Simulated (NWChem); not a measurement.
Molecule: C2H3CuO; SMILES [C-](#[O+])->[Cu][CH3]

Problem. Give the equilibrium geometry at PBE0/def2-SVP (NWChem) as an XYZ file, with the point group.

Solution. point group C3v; any orientation.
```
7

Cu     0.2166    -0.0109    -0.2865
C      1.6691     0.0993    -1.5398
H      2.3515    -0.7637    -1.4503
H      2.2732     1.0100    -1.3843
H      1.3075     0.1221    -2.5825
O     -2.0322    -0.1868     1.6503
C     -1.1770    -0.1187     0.9144
```
